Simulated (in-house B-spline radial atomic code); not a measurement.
Values are calculated unless marked as measured or tabulated.
**Softness against transferability: the 3p channel of Co**

Co, [Ar] 3d7 4s2, non-relativistic LDA (VWN5), spherical and spin-unpolarised, from an all-electron radial atomic-structure program (B-spline basis) (atomic units). The all-electron 3p level is ε = -2.388285 hartree, its outermost node lies just inside 0.29 bohr and its outer maximum at 0.68 bohr.

Troullier-Martins pseudo-orbitals are made for several radii. The cutoffs (hartree) are the plane-wave energies beyond which the orbital holds less than the named kinetic energy per electron. The phase error is the difference, pseudo minus all-electron, of arctan(R P'/P) at R = 1.25 bohr for all radii, half a hartree below and above the level.

```csv
r_c (bohr),V_l(0) (hartree),cutoff for 10 mEh,for 1 mEh,for 0.1 mEh,phase error at ε − 0.5 (mrad),at ε + 0.5 (mrad)
0.51,-97.26,222,374,> 450,-2.1,-0.4
0.59,-31.20,127,245,406,-1.3,-0.3
0.68,-11.07,29.2,70.6,144,-0.9,-0.2
0.77,-9.10,43.1,73.9,135,-0.8,-0.2
0.86,-10.44,28.6,66.4,114,-1.0,-0.2
0.95,-11.74,27.4,55.8,73.4,-1.5,-0.3
```

Problem. Which radius needs the lowest cutoff for 1 mEh while both phase errors stay within 1.4 mrad?

Solution. The radii within that limit are 0.59, 0.68, 0.77, 0.86 bohr; of these r_c = 0.86 needs the least, 66.4 hartree, that is 133 Ry or 1807 eV.

Problem. What does the larger radius buy, and what does it cost?

Solution. From r_c = 0.51 to 0.95 bohr the cutoff for 1 mEh goes from 374 to 55.8 hartree, a factor of 6.70, against 3.47 for a pure 1/r_c² scaling, end to end; step by step it is 374, 245, 70.6, 73.9, 66.4, 55.8, and for 0.1 mEh > 450, 406, 144, 135, 114, 73.4; the number of plane waves goes as the cutoff to the power 3/2, here a factor of 17.4. The larger of the two phase errors is least at r_c = 0.77 bohr, 0.8 mrad; it is 2.1 at the smallest radius and 1.5 at the largest. These errors test the reference atom alone. The smallest radius lies well inside the outer maximum, where the nodeless form must bend sharply to keep the norm, so it is both harder and scatters less well than the next. Large radii also let the cores of neighbours overlap, which an atom doesn't show.
